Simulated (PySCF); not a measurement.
**Relaxation of doublet [GeCl2]+**

These are results of UPBE0 in PySCF with Ge def2-TZVP, Cl def2-TZVP; no relativity; density-fitted integrals, not measurements. A (50,194) grid was used.

A hand-made bent start, of C2v symmetry, held to at least that symmetry:

```xyz
3
charge 1 multiplicity 2, angstrom
Ge    0.0000    0.0000   -0.6012
Cl    1.7661    0.0000    0.6354
Cl   -1.7661    0.0000    0.6354
```

(1) What forces act on the atoms at the start (eV/Å)?

(2) What does it relax to?

(3) How much energy is released, and in how many steps?

Results:

(1) 
| atom | Fx | Fy | Fz |
| --- | --- | --- | --- |
| Ge1 | 0.00 | 0.00 | 1.77 |
| Cl2 | -0.84 | 0.00 | -0.88 |
| Cl3 | 0.84 | 0.00 | -0.88 |

(2) It ends at C2v with Ge–Cl 2.075 Å (×2); Cl–Ge–Cl 120.9° (after a last refinement on a finer grid). A frequency run shows a minimum.

(3) 15.1 kJ/mol in 4 steps.

The relaxation took 11 s on 4 threads of a shared Arm Neoverse V1 host, with 122 basis functions and 5 gradients; the process peaked at 0.66 GiB.
